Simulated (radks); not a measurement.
Ar2+, configuration [Ne] 3s2 3p4.

Calculated with a radial shooting solver on a logarithmic mesh with Libxc functionals: Dirac Kohn-Sham, BLYP, spin-unpolarised, spherical densities, finite nucleus; open shells fill j = l - 1/2 first; Fermi nuclear charge, rms radius 3.4274 fm.

Energy parts (eV):
part                      energy
total                 -14362.466
kinetic                14451.747
electron-nucleus      -33832.076
Hartree                 5838.708
exchange-correlation    -820.844

Orbitals (lengths in bohr, moments of r in powers of bohr; <r^-3> diverges for s and p1/2; r(max) is where P^2 peaks):
orbital  occ.  eigenvalue (eV)  <r^-3>   r(max)  small-component weight
1s1/2       2        -3152.449       -  0.05605                4.12e-03
2s1/2       2        -326.8303       -   0.3385                6.62e-04
2p1/2       2        -261.5332       -   0.2791                6.41e-04
2p3/2       4        -259.2887   125.8   0.2810                6.36e-04
3s1/2       2         -50.3394       -    1.146                1.24e-04
3p1/2       2         -35.4036       -    1.222                1.02e-04
3p3/2       2         -35.1781   12.72    1.228                1.01e-04
3d3/2       0         -14.7260  0.6746    1.490                5.03e-05
3d5/2       0         -14.7146  0.6709    1.491                5.02e-05
4s1/2       0         -13.5528       -    3.217                2.66e-05

The highest occupied level is 3p3/2 at -35.178 eV. The electron density at the nucleus is 4344 e/bohr^3. The density falls to 0.001 e/bohr^3 at r = 3.20 bohr. Summed over all electrons, <r^2> = 15.66 bohr^2, which gives a Langevin (diamagnetic) susceptibility term of -12.4 x 10^-6 cm^3/mol.
